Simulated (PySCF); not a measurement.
## Working out the ionisation energy of Ru

Ru [Kr] 4d7 5s1 (5F) → Ru⁺ [Kr] 4d7 (4F). Computed with PySCF 2.14 in x2c-TZVPall, with scalar relativity by spin-free X2C-1e. Frozen: [Kr]. Energies in hartree (1 hartree = 27.21139 eV):

```json
{"part": "UHF", "Ru (lower)": "-4527.987600", "Ru⁺ (upper)": "-4527.756182"}
{"part": "MP2 opposite-spin", "Ru (lower)": "-0.077791", "Ru⁺ (upper)": "-0.068847"}
{"part": "MP2 same-spin", "Ru (lower)": "-0.064890", "Ru⁺ (upper)": "-0.051680"}
```

Problem. What does Hartree-Fock give?

Solution. (-4527.756182) − (-4527.987600) = 0.231418 hartree = 6.297 eV.

Problem. What do MP2 and SCS-MP2 (6/5 opposite-spin, 1/3 same-spin) give?

Solution. The opposite-spin parts differ by 0.243 eV and the same-spin parts by 0.359 eV. MP2: 6.297 + (0.243) + (0.359) = 6.899 eV. SCS-MP2: 6.297 + 1.2 × (0.243) + (0.359)/3 = 6.708 eV.

Measured between the centres of the two terms (NIST): 7.365 eV, so MP2 (valence) is off by -0.466 eV.

What remains against the reference includes basis incompleteness, the frozen core and correlation beyond second order.
